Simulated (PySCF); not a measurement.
**Relaxation of triplet RuO3**

All numbers come from UPBE0 in PySCF with Ru def2-TZVP with ECP28, O def2-TZVP; scalar-relativistic core potentials, no spin–orbit coupling; density-fitted integrals. A (50,194) grid was used.

A start displaced from a saddle point along its imaginary mode, with no symmetry imposed:

```xyz
4
charge 0 multiplicity 3, angstrom
Ru   -0.0357    0.0325   -0.0444
O     1.6704   -0.1200    0.1171
O    -0.7693    1.4709    0.0728
O    -0.6735   -1.5580    0.0929
```

At each step, columns x, y, z (Å) and Fx, Fy, Fz (eV/Å):

```
step 0  E − E(last) = 13.22 kJ/mol
Ru  -0.036   0.033  -0.044   1.986  -3.904   0.118
O    1.670  -0.120   0.117  -0.649   0.349  -0.136
O   -0.769   1.471   0.073  -1.359   2.261   0.168
O   -0.674  -1.558   0.093   0.021   1.294  -0.150
step 1  E − E(last) = 1.06 kJ/mol
Ru  -0.010  -0.003   0.026   0.041   0.459   0.065
O    1.687  -0.114   0.096  -0.061   0.031  -0.023
O   -0.794   1.488   0.047   0.153  -0.521  -0.024
O   -0.692  -1.545   0.069  -0.132   0.031  -0.018
step 2  E − E(last) = 0.39 kJ/mol
Ru  -0.004  -0.002   0.051   0.095   0.193   0.014
O    1.694  -0.108   0.088  -0.061  -0.016  -0.006
O   -0.795   1.476   0.038   0.018  -0.215  -0.004
O   -0.702  -1.540   0.061  -0.052   0.038  -0.005
step 3  E − E(last) = 0.19 kJ/mol
Ru   0.004   0.001   0.052   0.101   0.048   0.010
O    1.697  -0.109   0.088   0.068  -0.045  -0.002
O   -0.800   1.464   0.038  -0.112   0.093  -0.005
O   -0.709  -1.531   0.060  -0.057  -0.097  -0.003
step 4  E − E(last) = 0.11 kJ/mol
Ru   0.010   0.004   0.076   0.105  -0.059  -0.028
O    1.706  -0.112   0.081  -0.111  -0.036   0.009
O   -0.809   1.460   0.029  -0.048   0.030   0.008
O   -0.715  -1.527   0.052   0.053   0.066   0.010
step 5  E − E(last) = 0.04 kJ/mol
Ru   0.012   0.006   0.067   0.052   0.001  -0.011
O    1.704  -0.115   0.084  -0.016  -0.026   0.004
O   -0.812   1.460   0.033  -0.042   0.032   0.003
O   -0.713  -1.525   0.055   0.006  -0.007   0.004
step 6  E − E(last) = 0.00 kJ/mol
Ru   0.016   0.009   0.061   0.001   0.018  -0.004
O    1.706  -0.121   0.085   0.018  -0.004   0.001
O   -0.818   1.458   0.035  -0.009   0.005   0.001
O   -0.712  -1.521   0.057  -0.010  -0.020   0.001
step 7  E − E(last) = 0.00 kJ/mol
Ru   0.017   0.010   0.060  -0.002   0.002  -0.001
O    1.706  -0.122   0.086   0.008   0.002   0.000
O   -0.819   1.458   0.035  -0.002   0.003   0.000
O   -0.712  -1.520   0.058  -0.004  -0.007   0.001
```

It ends at C2v with Ru–O 1.673 Å, Ru–O 1.695 Å (×2); O–Ru–O 111.0°, O–Ru–O 124.5° (×2) (after a last refinement on a finer grid). A frequency run shows a minimum. Other isomers or separated fragments may lie lower.

Other spin states or occupations of the open shell can lie lower. At this level a singlet minimum of D3h symmetry lies 50 kJ/mol below this structure.

The relaxation took 22 s on 4 threads of a shared Arm Neoverse V2 host, with 133 basis functions and 8 gradients; the process peaked at 1.4 GiB.
